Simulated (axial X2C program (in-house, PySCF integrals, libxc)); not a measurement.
# Low determinants of HfCl at the PBE0 level, two-component

All values were computed with an axial X2C code built on PySCF integrals. Two-component (2c) means X2C with spin–orbit coupling and atomic mean-field two-electron Coulomb and Gaunt terms. Basis: Hf dyall-cv3z [13s14p9d7f4g], Cl dyall-av3z [9s8p3d2f] (cores contracted in-house); Gaussian nuclei, density fitting, unrestricted open shells. Masses: Hf 179.947 u, Cl 34.969 u.

Search at 2.301 Å (vertical energies from the lowest determinant):

| ΔE (eV) | state | electrons beyond evenly filled partner blocks | electrons in ±ω = 1/2, 3/2, 5/2, 7/2 |
| --- | --- | --- | --- |
| 0.00 | Ω = 3/2 | ω = 3/2 | 54 25 8 2 |
| 0.38 | Ω = 5/2 | ω = 5/2 | 54 24 9 2 |
| 0.41 | Ω = 1/2 | ω = 1/2 | 55 24 8 2 |
| 0.84 | Ω = 3/2 | ω = 1/2, ω = -3/2, ω = 5/2 | 53 25 9 2 |
| 1.05 | Ω = 1/2 | 2 × ω = -1/2, ω = 3/2 | 54 25 8 2 |
| 1.21 | Ω = 9/2 | ω = 1/2, ω = 3/2, ω = 5/2 | 53 25 9 2 |
| 1.68 | Ω = 5/2 | ω = -1/2, 2 × ω = 3/2 | 53 26 8 2 |

Lowest determinant, Ω = 3/2 (⟨Sz⟩ = -0.46, ⟨Lz⟩ = 1.96 at PBE0): Re = 2.292 Å, ωe = 376.9 cm⁻¹.

The determinant in row 2 of the search, Ω = 5/2 (⟨Sz⟩ = 0.50, ⟨Lz⟩ = 2.00 at PBE0), was followed along the bond at PBE0; measured from the minimum of the lowest determinant it gives:

Te = 0.376 eV (3032 cm⁻¹), Re = 2.286 Å, ωe = 380.2 cm⁻¹.

Task: Compare the bond of the determinant in row 2 with that of the lowest one.

Result: At PBE0 its Re is 0.006 Å shorter and its force constant, which goes as ωe², is 1.02 times that of the lowest determinant. T0 ≈ Te + Δωe/2 = 3032 + (2) = 3034 cm⁻¹.

The search compares states at one distance, so a state with another bond length can lie lower; it is not exhaustive and yields mostly the lowest determinant of each block pattern, so other components and higher states of one pattern are missing. These are energies of single determinants, not of spin-adapted states; PBE0 term energies can be off by some tenths of an eV, and the functional has no current term. The lowest determinant need not be the ground state where others lie within half an eV.
